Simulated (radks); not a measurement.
Results of a calculation; reference values are marked as such.
Effect of the nuclear size on neutral lutetium, [Xe] 4f14 5d1 6s2. Code: a radial shooting solver on a logarithmic mesh with Libxc functionals. Model: Dirac Kohn-Sham, PBE, spin-unpolarised, spherical densities, finite nucleus; open shells are shared between the two j in proportion to 2j + 1; Fermi nuclear charge, rms radius 5.37 fm. The rms radius is varied about that value; shifts are against it.

rms radius (fm),total energy shift (eV),density at nucleus (e/bohr^3),1s1/2 shift (meV),2s1/2 shift (meV),5s1/2 shift (meV),5p1/2 shift (meV),6s1/2 shift (meV),5d5/2 shift (meV),6p1/2 (empty) shift (meV)
4.3443,-15.6,1.189e+06,-6340,-870,-6.92,0.566,-0.376,0.379,0.174
5.1122,-4.12,1.129e+06,-1680,-230,-1.83,0.150,-0.100,0.100,0.046
5.37,0,1.111e+06,0.000,0.000,0.000,0.000,0.000,0.000,0.000
5.8211,7.55,1.083e+06,3080,422,3.35,-0.274,0.182,-0.184,-0.084
6.7071,23.6,1.035e+06,9600,1320,10.5,-0.855,0.569,-0.573,-0.262

Slopes of the eigenvalues against <r^2> in GHz/fm^2, as finite differences over the two radii next to the reference (eigenvalue slopes, not the field-shift constants of lines): 1s1/2 148000, 2s1/2 20300, 5s1/2 162, 5p1/2 -13.2, 6s1/2 8.80, 5d5/2 -8.86, 6p1/2 (empty) -4.05.
